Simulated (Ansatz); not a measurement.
`[AlH2][CH2]C(Cl)Cl`, relaxed with RKS PBE-D4/def2-SVP in Ansatz 0.2.0 from a rough embedded geometry. The force threshold is 0.03 eV/Å; the program also tests the step.

The species carries charge 0 and has multiplicity 1.

Start:

```xyz
10

Al   -0.687   -0.540   -1.517
C    -0.516    0.387    0.241
C     0.856    0.204    0.922
Cl    1.042    1.405    2.220
Cl    1.096   -1.425    1.522
H     0.573   -1.473   -2.046
H    -2.019   -0.517   -2.358
H    -0.662    1.478   -0.018
H    -1.330    0.023    0.887
H     1.647    0.458    0.146
```

Problem. By how much does the energy fall, and how many steps does the optimiser take? (An estimate is asked.)

Solution. Ansatz gave: 47.70 kJ/mol, in 14 steps, 1 of them rejected.

Problem. Which bonds change most? (Best estimate.)

Solution. The calculation gave: Al1–Cl5 from 3.632 to 2.539 Å; C3–Cl5 from 1.753 to 1.938 Å; C2–C3 from 1.543 to 1.489 Å; Al1–H6 from 1.655 to 1.602 Å.

Problem. Give the relaxed structure. (Best estimate.)

Solution. Computed: 
```xyz
10

Al   -0.547   -0.787   -1.262
C    -0.428    0.757    0.043
C     0.721    0.294    0.870
Cl    0.774    0.772    2.584
Cl    0.674   -1.642    0.793
H     0.580   -0.860   -2.398
H    -1.921   -1.596   -1.357
H    -0.216    1.767   -0.364
H    -1.353    0.800    0.654
H     1.717    0.495    0.438
```
